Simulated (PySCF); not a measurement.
A species of formula C10H12O has this rotational fingerprint, computed with PBE0/pcSseg-1 in PySCF (dipole) on a GFN2-xTB geometry, gas phase:

| Property | Result |
| --- | --- |
| Rotational constants | A = 1916, B = 827.1, C = 610.4 MHz |
| Dipole components | \|μa\| = 3.59 D, \|μb\| = 0.18 D, \|μc\| = 0.27 D |
| Inertial defect | -46.80 u·Å² |
| κ | -0.67 |

Problem. Which candidate fits, each taken in the one conformer that was computed?
A. `[CH3:1][CH2:2][c:3]1[cH:4][c:5]([CH3:6])[cH:7][cH:8][c:9]1[CH:10]=[O:11]` with C1–C2–C3–C4 96°, C8–C9–C10–O11 -176°
B. `[CH:1]#[C:2][C@@H:3]1[C:4](=[O:5])[CH2:6][CH2:7][CH2:8][C@H:9]1[CH:10]=[CH2:11]` with C8–C9–C10–C11 117°, C2–C3–C4–O5 108°, C3–C4–C6–C7 -52°, C4–C6–C7–C8 56°, C6–C7–C8–C9 -60°
C. `[CH:1]#[C:2][C@@H:3]1[CH2:4][CH2:5][C@H:6]([C:7]([CH3:8])=[O:9])[C:10]1=[CH2:11]` with C5–C6–C7–C8 -176°, C2–C3–C4–C5 -143°, C3–C4–C5–C6 37°, C4–C5–C6–C7 82°, C5–C6–C10–C11 -155°

Solution. A. It is CCc1cc(C)ccc1C=O, an asymmetric top, point group C1. The candidates at the same level (rigid rotor, commonest isotopes):

| SMILES | A (MHz) | B (MHz) | C (MHz) | μa (D) | μb (D) | μc (D) | Δ (u·Å²) | point group | rotor |
| --- | --- | --- | --- | --- | --- | --- | --- | --- | --- |
| C#C[C@@H]1CC[C@H](C(C)=O)C1=C | 1455 | 959.9 | 876.4 | 0.16 | 1.15 | 2.23 | -297.26 | C1 | asymmetric top |
| CCc1cc(C)ccc1C=O | 1916 | 827.1 | 610.4 | 3.59 | 0.18 | 0.27 | -46.80 | C1 | asymmetric top |
| C#C[C@@H]1C(=O)CCC[C@H]1C=C | 1390 | 1031 | 967.5 | 0.23 | 2.84 | 1.39 | -331.11 | C1 | asymmetric top |

`C#C[C@@H]1CC[C@H](C(C)=O)C1=C` has C 44 % too high; `C#C[C@@H]1C(=O)CCC[C@H]1C=C` has C 58 % too high. No structure here is proved a minimum.
